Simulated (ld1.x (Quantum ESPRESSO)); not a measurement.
## Reading a pseudo-wave (N)

Columns: radius, all-electron u(r) and pseudo u(r) of the 2s shell (level -18.58 eV) of nitrogen in the configuration [He] 2s2 2p3; PBE, scalar-relativistic, PAW scheme, ld1.x (Quantum ESPRESSO) 7.5.

| r (bohr) | all-electron | pseudo |
| --- | --- | --- |
| 0.113 | 0.3877 | -0.1784 |
| 0.225 | 0.2387 | -0.3465 |
| 0.338 | -0.0519 | -0.4997 |
| 0.450 | -0.3329 | -0.6295 |
| 0.563 | -0.5608 | -0.7346 |
| 0.675 | -0.7229 | -0.8120 |
| 0.788 | -0.8263 | -0.8638 |
| 0.900 | -0.8797 | -0.8911 |
| 1.013 | -0.8953 | -0.8969 |
| 1.125 | -0.8831 | -0.8831 |
| 1.238 | -0.8516 | -0.8516 |
| 1.350 | -0.8079 | -0.8079 |
| 1.463 | -0.7563 | -0.7563 |
| 1.575 | -0.7015 | -0.7015 |
| 1.688 | -0.6450 | -0.6450 |
| 1.800 | -0.5898 | -0.5898 |
| 1.913 | -0.5361 | -0.5361 |
| 2.025 | -0.4856 | -0.4856 |
| 2.138 | -0.4379 | -0.4379 |
| 2.250 | -0.3941 | -0.3941 |
| 2.363 | -0.3534 | -0.3534 |
| 2.475 | -0.3166 | -0.3166 |
| 2.588 | -0.2828 | -0.2828 |
| 2.700 | -0.2525 | -0.2525 |
| 2.813 | -0.2249 | -0.2249 |
| 2.925 | -0.2003 | -0.2003 |

(1) How many radial nodes do the two functions have?

(2) At about which radius was the pseudo-wave matched?

(3) Is the pseudo-wave norm-conserving?

## Answers

(1) The all-electron 2s function has n − l − 1 = 1; the pseudo-wave has 0, since the states of the same l below it are removed with the core.

(2) 1.15 bohr, where the columns begin to agree (steps of 0.11 bohr).

(3) No, it belongs to a PAW set: the norm inside the radius is not constrained, and the difference is carried by the augmentation charge.
